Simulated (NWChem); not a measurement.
Species: SiHSBr, singlet; SMILES [Si](S)Br

```xyz
4

Si     1.0623    -0.6326    -0.0076
Br    -0.1815     1.2563     0.0079
S     -0.5673    -2.0290    -0.0116
H      0.2502    -3.1091    -0.0207
```
Atoms are numbered in this order, from 1.

All runs: NWChem. Geometry optimised at PBE0/def2-SVP; all other runs use it. Low-valent species are run as closed-shell singlets; no triplet was tried in these runs. This build's default masses of Se (78.918 u) and Br (79.917 u) are each other's, which moves their modes by up to 0.6 %.

```tsv
quantity	level	value
vertical, lowest excitation, singlet (eV)	PBE0/def2-SVPD, TDA	[?]
anisotropy (bohr³), static	PBE0/def2-SVPD	36.1
vertical ionisation energy, ΔSCF (eV)	PBE0/def2-SVP	9.26
solvation free energy (kcal/mol) in n-hexane	PBE0/def2-SVP, SMD	[?]
dipole (D)	PBE0/def2-SVP	[?]
highest harmonic frequency (cm⁻¹)	PBE0/def2-SVP	2690
```

Question: Some entries are withheld; supply them.

Answer: 
- vertical, lowest excitation, singlet (eV), value: 3.58
- solvation free energy (kcal/mol) in n-hexane, value: -4.5
- dipole (D), value: 1.95
